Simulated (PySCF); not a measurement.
Vertical excitations of a molecule C5H7F from TDDFT-PBE/def2-SVPD (PySCF), as energy in eV (oscillator strength): 5.35 (0.628), 5.84 (0.001), 6.07 (0.082), 6.24 (0.003), 6.55 (0.000), 6.91 (0.002), 7.01 (0.000), 7.02 (0.016), 7.56 (0.004), 7.62 (0.006). Lowest triplet (TDA): 3.14 eV. Coordinates come from a PBE0-D3(BJ)/def2-SVP optimisation. One conformer was computed; it need not be the lowest.

### Question
Which structure fits?
A) C=C1CC(F)C1
B) CC1=C[C@@H](F)C1
C) C=C(F)/C=C/C
D) C=CC1(F)CC1

### Answer
C, C=C(F)/C=C/C
